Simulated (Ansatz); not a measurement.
This geometry of GeH$_{5}$O$_{2}$P (9 atoms, charge 0, multiplicity 1) is a first-order saddle point.

Level of theory: RKS BHLYP-D4/def2-SVP in Ansatz.

```xyz
9
Properties=species:S:1:pos:R:3
O 0.476 1.742 -0.206
P 0.421 0.340 -1.094
O 1.810 -0.430 -0.661
Ge -1.105 -0.720 0.357
H 0.841 2.461 -0.720
H 1.947 -0.532 0.282
H -2.357 -1.152 -0.414
H -0.435 -1.972 0.942
H -1.509 0.217 1.499
```

Question: Which two structures does it join? (They come from a converged band through this point; their orientation in space is the band's.)

Answer: No bond is made or broken. The dihedral O3–P2–Ge4–H7 goes from 166 to -73°. The two ends are copies of one structure, up to a mirror image or an exchange of like atoms.

First end point:

```xyz
9
Properties=species:S:1:pos:R:3
O -0.122 1.502 -0.971
P 0.777 0.103 -0.951
O 1.900 0.416 0.214
Ge -0.790 -1.046 0.355
H 0.149 2.085 -1.679
H 1.544 0.765 1.033
H -2.129 -1.171 -0.374
H -0.260 -2.443 0.695
H -0.980 -0.256 1.659
```

Last end point:

```xyz
9
Properties=species:S:1:pos:R:3
O 1.188 1.334 0.209
P 0.272 0.656 -1.001
O 1.162 -0.665 -1.428
Ge -1.197 -0.371 0.505
H 1.726 2.055 -0.116
H 1.454 -1.208 -0.694
H -2.214 -1.226 -0.260
H -0.366 -1.288 1.415
H -1.936 0.667 1.352
```

Question: How far does it lie above each of them?

Answer: 0.078 eV above the first and 0.078 eV above the second. This is the barrier of this one path; another mechanism may lie lower.

Time of the run: 86 s on 2 threads of Arm Neoverse V2, with other jobs on the host, peak memory 0.24 GiB.
